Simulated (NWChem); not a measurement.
BNH3F; SMILES NBF

```xyz
6

B     -0.4892     0.0627     0.0000
H     -1.6842     0.1000     0.0000
F      0.2018     1.2145     0.0000
N      0.1975    -1.1545     0.0000
H      1.2071    -1.2167     0.0000
H     -0.2752    -2.0459     0.0000
```
Atoms are numbered in this order, from 1.

Structure relaxed at the B3LYP/6-31G* (spherical d) level.

Symmetry labels are those of Cs in the frame above (b1 and b2, or b-type labels, depend on it). States above −ε(HOMO) = 7.1 eV lie in this functional's continuum and hang on the basis.

Question: List the 6 lowest vertical singlet excitations from PBE/6-31+G* (spherical d), full TDDFT (NWChem).

Answer: 
| state | energy (eV) | oscillator strength | symmetry | leading excitation (squared amplitude) |
|---|---|---|---|---|
| S1 | 6.65 | 0.055 | a" | HOMO → LUMO (1.00) |
| S2 | 7.61 | 0.000 | a' | HOMO−1 → LUMO (0.78) |
| S3 | 7.63 | 0.000 | a" | HOMO → LUMO+2 (1.00) |
| S4 | 7.77 | 0.000 | a" | HOMO → LUMO+3 (1.00) |
| S5 | 7.91 | 0.099 | a' | HOMO → LUMO+1 (0.59) |
| S6 | 8.12 | 0.030 | a" | HOMO−1 → LUMO+1 (0.98) |
